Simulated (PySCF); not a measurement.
**Ne⁺ (neon, charge +1) across methods**

[He] 2s1 2p6, 2S determinant (an excited configuration). Calculation: PySCF 2.14, in x2c-QZVPPall with one added diffuse shell each of s, p, d, f type (8s5p4d3f1g, 73 functions); scalar relativity by spin-free X2C-1e.

```json
{"method": "UHF", "E (hartree)": "-126.87143", "mean ε 2s α (eV)": "-75.388", "mean ε 2p α (eV)": "-45.554", "mean ε 2p β (eV)": "-39.070", "Σ⟨r²⟩ (bohr²)": "6.977", "⟨S²⟩": "0.756"}
{"method": "CAM-B3LYP", "E (hartree)": "-127.3917", "mean ε 2s α (eV)": "-62.888", "mean ε 2p α (eV)": "-38.150", "mean ε 2p β (eV)": "-35.303", "Σ⟨r²⟩ (bohr²)": "7.063", "⟨S²⟩": "0.752"}
{"method": "PBE", "E (hartree)": "-127.3413", "mean ε 2s α (eV)": "-56.930", "mean ε 2p α (eV)": "-33.365", "mean ε 2p β (eV)": "-31.330", "Σ⟨r²⟩ (bohr²)": "7.063", "⟨S²⟩": "0.751"}
{"method": "PBEsol", "E (hartree)": "-127.0062", "mean ε 2s α (eV)": "-56.682", "mean ε 2p α (eV)": "-33.267", "mean ε 2p β (eV)": "-31.255", "Σ⟨r²⟩ (bohr²)": "7.065", "⟨S²⟩": "0.751"}
{"method": "wB97X", "E (hartree)": "-127.3968", "mean ε 2s α (eV)": "-63.797", "mean ε 2p α (eV)": "-38.934", "mean ε 2p β (eV)": "-36.194", "Σ⟨r²⟩ (bohr²)": "6.992", "⟨S²⟩": "0.752"}
{"method": "PBE0", "E (hartree)": "-127.2983", "mean ε 2s α (eV)": "-61.755", "mean ε 2p α (eV)": "-36.613", "mean ε 2p β (eV)": "-33.595", "Σ⟨r²⟩ (bohr²)": "7.017", "⟨S²⟩": "0.752"}
{"method": "PW91", "E (hartree)": "-127.4193", "mean ε 2s α (eV)": "-56.978", "mean ε 2p α (eV)": "-33.473", "mean ε 2p β (eV)": "-31.454", "Σ⟨r²⟩ (bohr²)": "7.057", "⟨S²⟩": "0.751"}
{"method": "LDA", "E (hartree)": "-126.7141", "mean ε 2s α (eV)": "-56.511", "mean ε 2p α (eV)": "-33.469", "mean ε 2p β (eV)": "-31.535", "Σ⟨r²⟩ (bohr²)": "7.080", "⟨S²⟩": "0.751"}
```

Q: Estimate the same row for r2SCAN.

A: E (hartree) = -127.3386; mean ε 2s α (eV) = -59.337; mean ε 2p α (eV) = -34.409; mean ε 2p β (eV) = -31.810; Σ⟨r²⟩ (bohr²) = 6.986; ⟨S²⟩ = 0.752.
